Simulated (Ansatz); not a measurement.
Geometry optimisation, UKS PBE-D4/def2-SVP (Ansatz 0.2.0).

input.yaml

```yaml
crystal:
  periodic: [false, false, false]
  atoms:
    - { symbol: Sn, position_ang: [0.510532, 0.923795, 0.094018] }
    - { symbol: Cl, position_ang: [1.626246, -0.90166, -1.017709] }
    - { symbol: H, position_ang: [-0.806448, 0.07906, -0.780337] }
    - { symbol: Cl, position_ang: [-2.096047, -0.359802, -0.682709] }
    - { symbol: Cl, position_ang: [0.765717, 0.258708, 2.386838] }
magnetization:
  spin_polarized: true
basis:
  gaussian: { orbitals: def2-SVP }
hamiltonian:
  xc: pbe
  dispersion: d4
relax:
  f_tol: 0.03
  max_steps: 50
```

Run as:

```bash
$ ansatz run input.yaml --threads 2 --pin off --max-ram 3072MiB --backend cpu --events-out ev --progress --plain --runs-dir out
```

Question: Where does it end, and by what steps?

Answer: The forces met the threshold. After 9 steps the energy has fallen by 1.266 eV; H3 moved furthest, 0.77 Å. Parted: Sn1–H3.

```
step  energy less start (eV)  largest force component (eV/Å)  accepted
   0                  0.0000                           2.189       yes
   1                 -0.5817                           1.404       yes
   2                 -0.7846                           1.183       yes
   3                 -0.9479                           0.967       yes
   4                 -1.0932                           0.962       yes
   5                 -1.1569                           1.017       yes
   6                 -1.2469                           0.283       yes
   7                 -1.2457                           0.299        no
   8                 -1.2617                           0.110       yes
   9                 -1.2657                           0.022       yes
```

```xyz
5
Properties=species:S:1:pos:R:3
Sn 0.620 1.233 0.314
Cl 1.230 -0.740 -1.152
H -0.740 -0.638 -1.050
Cl -1.856 -0.003 -0.574
Cl 0.746 0.147 2.461
```

Run time: 21 s on 2 threads of Arm Neoverse V2, on a shared host, peak memory 0.15 GiB.
